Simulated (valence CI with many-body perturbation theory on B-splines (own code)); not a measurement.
**E1 transitions of Si II**

Computed by configuration interaction combined with many-body perturbation theory (CI+MBPT): three valence electrons over a frozen Dirac-Fock core [Ne], a basis of 11 s, 11 p, 9 d, 7 f, 5 g, 2 h, 1 i functions for each j, with the one-electron correlation potential Σ1 (screened to all orders), the two-electron term Σ2, the three-electron term Σ3, Breit, model QED; selected single and double excitations, second order for the rest (own B-spline code, finite nucleus).

Against 28 measured levels this calculation errs by 47 cm⁻¹ on average and by 124 at most. These come from a selection out of the NIST Handbook of Basic Atomic Spectroscopic Data. Levels without a partner in it may be off by more.

Lines 1 to 50 of 181 in falling wavelength, among levels below 14.158 eV, chosen from the strongest by gf and those to the six lowest levels. Wavelengths and rates use the calculated energies, so an error of 50 cm⁻¹ moves a line at 3910 nm by 2 % and its rate by three times that or more. Electric multipoles are in the length gauge, E1 and E2 with the static RPA response of the core. Weak lines are less certain than strong ones. Lines between different terms over intervals too small for the method are left out, as are lines whose strength nearly cancels. The highest levels of a list are the least certain.

Names give the largest LS component (configuration and term), which can be under half, so a name can repeat, a term be missing and a line seem to break the LS rules; names also repeat where a configuration has a term twice.

```tsv
λ vac (nm)	λ from measured levels	Upper	Lower	A (s⁻¹)	S (a.u.)
3965		3s²6s ²S_1/2	3s3p3d ²D°_3/2	1.42e+01	8.72e-04
3910	3921	3s3p² ²P_1/2	3s²4p ²P°_3/2	7.06e+00	4.16e-04
3873	3950	3s²4f ²F°_7/2	3s²4d ²D_5/2	9.05e+05	2.08e+02
3873	3950	3s²4f ²F°_5/2	3s²4d ²D_5/2	6.04e+04	1.04e+01
3871	3948	3s²4f ²F°_5/2	3s²4d ²D_3/2	8.46e+05	1.45e+02
3820	3831	3s3p² ²P_1/2	3s²4p ²P°_1/2	2.62e+01	1.44e-03
3625	3632	3s3p² ²P_3/2	3s²4p ²P°_3/2	8.25e+00	7.75e-04
3593		3s²6p ²P°_1/2	3s²6s ²S_1/2	3.53e+06	1.62e+02
3589	3524	3s²5p ²P°_1/2	3s²4d ²D_3/2	1.95e+06	8.91e+01
3574		3s²6p ²P°_3/2	3s²6s ²S_1/2	3.59e+06	3.23e+02
3560	3495	3s²5p ²P°_3/2	3s²4d ²D_5/2	1.80e+06	1.60e+02
3558	3494	3s²5p ²P°_3/2	3s²4d ²D_3/2	2.00e+05	1.78e+01
3547	3555	3s3p² ²P_3/2	3s²4p ²P°_1/2	7.98e+01	7.03e-03
3339		3s3p3d ⁴F°_3/2	3s²6s ²S_1/2	8.17e-01	6.00e-05
2710	2798	3s²5d ²D_3/2	3s3p3d ²D°_5/2	1.17e-01	4.60e-06
2709	2798	3s²5d ²D_5/2	3s3p3d ²D°_5/2	5.16e+01	3.04e-03
2679	2766	3s²5d ²D_3/2	3s3p3d ²D°_3/2	8.08e+01	3.07e-03
2679	2765	3s²5d ²D_5/2	3s3p3d ²D°_3/2	1.41e+01	8.04e-04
2220	2209	3s²4p ²P°_1/2	3s3p² ²S_1/2	1.02e+04	1.10e-01
2190	2181	3s²4p ²P°_3/2	3s3p² ²S_1/2	1.05e+04	2.18e-01
1703	1698	3s²5p ²P°_1/2	3s²5s ²S_1/2	1.25e+07	6.09e+01
1696	1691	3s²5p ²P°_3/2	3s²5s ²S_1/2	1.26e+07	1.22e+02
1365		3s²6s ²S_1/2	3s²5p ²P°_3/2	2.43e+07	6.10e+01
1361		3s²6s ²S_1/2	3s²5p ²P°_1/2	1.22e+07	3.02e+01
1314	1290	3s3p3d ²D°_3/2	3s²4d ²D_5/2	1.51e+02	6.76e-04
1313	1289	3s3p3d ²D°_3/2	3s²4d ²D_3/2	1.34e+02	5.97e-04
1306	1283	3s3p3d ²D°_5/2	3s²4d ²D_5/2	1.45e+02	9.58e-04
1306	1282	3s3p3d ²D°_5/2	3s²4d ²D_3/2	1.27e+02	8.40e-04
1171	1175	3s²5d ²D_3/2	3s²5p ²P°_3/2	5.62e+06	1.78e+01
1171	1175	3s²5d ²D_5/2	3s²5p ²P°_3/2	3.37e+07	1.61e+02
1168	1172	3s²5d ²D_3/2	3s²5p ²P°_1/2	2.82e+07	8.87e+01
1141	1131	3s²5d ²D_3/2	3s²4f ²F°_5/2	3.14e+06	9.21e+00
1141	1131	3s²5d ²D_5/2	3s²4f ²F°_5/2	1.50e+05	6.58e-01
1141	1131	3s²5d ²D_5/2	3s²4f ²F°_7/2	2.99e+06	1.32e+01
934.4	925.4	3s3p3d ²D°_3/2	3s²5s ²S_1/2	1.57e+02	2.54e-04
783.6	785.2	3s²5f ²F°_7/2	3s²4d ²D_5/2	3.46e+07	6.58e+01
783.6	785.2	3s²5f ²F°_5/2	3s²4d ²D_5/2	2.31e+06	3.29e+00
783.6	785.1	3s²5f ²F°_5/2	3s²4d ²D_3/2	3.23e+07	4.61e+01
774.0		3s²6p ²P°_1/2	3s²4d ²D_3/2	3.99e+04	1.83e-02
773.2		3s²6p ²P°_3/2	3s²4d ²D_5/2	2.87e+04	2.62e-02
773.2		3s²6p ²P°_3/2	3s²4d ²D_3/2	3.19e+03	2.91e-03
761.6	755.2	3s3p3d ⁴F°_3/2	3s²4d ²D_5/2	1.47e-01	1.28e-07
761.5	755.1	3s3p3d ⁴F°_3/2	3s²4d ²D_3/2	1.36e+00	1.18e-06
638.5	637.3	3s²4p ²P°_1/2	3s²4s ²S_1/2	6.18e+07	1.59e+01
636.1	634.9	3s²4p ²P°_3/2	3s²4s ²S_1/2	6.25e+07	3.17e+01
624.7		3s²6p ²P°_1/2	3s²5s ²S_1/2	2.06e+04	4.95e-03
624.2		3s²6p ²P°_3/2	3s²5s ²S_1/2	2.92e+04	1.40e-02
616.6	613.7	3s3p3d ⁴F°_3/2	3s²5s ²S_1/2	5.67e-02	2.62e-08
599.4	598.1	3s²5s ²S_1/2	3s²4p ²P°_3/2	8.73e+07	1.86e+01
597.3	595.9	3s²5s ²S_1/2	3s²4p ²P°_1/2	4.37e+07	9.20e+00
```
